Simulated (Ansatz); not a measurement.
Input for Ansatz (a first-principles code): R-CCSD(T)/cc-pVTZ on CH5B (SMILES BC), a point of a torsion scan.

Ansatz 0.2 input:
```yaml
crystal:
  periodic: [false, false, false]
  atoms:
    - {symbol: B, position_ang: [0.89583343, 0.07404994, -0.00189901]}
    - {symbol: C, position_ang: [-0.66206213, -0.06840820, -0.03783598]}
    - {symbol: H, position_ang: [1.58636117, -0.86997694, -0.02448762]}
    - {symbol: H, position_ang: [1.37927547, 1.13650437, 0.08198279]}
    - {symbol: H, position_ang: [-1.02483054, 0.04245654, 0.98648397]}
    - {symbol: H, position_ang: [-1.02346613, -1.02855577, -0.39687986]}
    - {symbol: H, position_ang: [-1.15141135, 0.71936665, -0.60731246]}
basis:
  gaussian:
    orbitals: cc-pVTZ
magnetization: {spin_polarized: false}
correlation: {method: ccsd_t, electrons: outside_noble_gas}
scf: {lower_state_search: off}
```

It printed:

```
WARN ansatz: RAYON_NUM_THREADS=1 ignored (pool sized by the plan → 1); use --threads N
Functional definition: HF
these checks for a lower state are left out or cut short: stability, starts, cluster_reference, orbital_swaps, neighbouring_geometries, increment
integrals: 0.23 GiB planned
718 factors; integrals over basis functions are off by at most 1.3e-3 eV
mean field: 0.20 GiB planned
mean field evaluation 1: about -1779.7510 eV, gradient 2.5e1 eV
mean field evaluation 2: about -1779.7496 eV, gradient 2.5e1 eV
mean field evaluation 4: about -1781.4011 eV, gradient 2.2e0 eV
mean field evaluation 8: about -1781.4217 eV, gradient 5.8e-4 eV
mean field -1781.42173028 eV, -65.4660410967 hartree, gradient 3.3e-6 eV, S^2 0.000000; 0 other end points of the search recorded, 0 dependent functions left out
2 core orbitals not correlated
reference -1781.42173028 eV, -65.4660410967 hartree; 6, 6 occupied and 122, 122 virtual orbitals, 718 factors
second order -7.83506683 eV of doubles, -0.00000000 eV of singles
coupled cluster: 0.71 GiB planned
cycle   1  -8.44783202 eV  change   -6.1e-1 eV  update   5.5e-2
cycle   2  -8.67934679 eV  change   -2.3e-1 eV  update   1.7e-2
cycle   3  -8.70096829 eV  change   -2.2e-2 eV  update   5.2e-3
cycle   4  -8.69937846 eV  change    1.6e-3 eV  update   1.4e-3
cycle   5  -8.69915687 eV  change    2.2e-4 eV  update   5.1e-4
cycle   6  -8.69905670 eV  change    1.0e-4 eV  update   1.7e-4
cycle   7  -8.69905181 eV  change    4.9e-6 eV  update   4.5e-5
cycle   8  -8.69905360 eV  change   -1.8e-6 eV  update   1.2e-5
perturbative correction -0.27183673 eV, -0.0099898157 hartree
Total energy: -1790.39262061 eV, -65.7957152357 hartree
Checks for a lower state left out: stability, starts, cluster_reference, orbital_swaps, neighbouring_geometries, increment
```

Self-consistency was reached.

Cost: about 6 core-seconds (a rough figure).
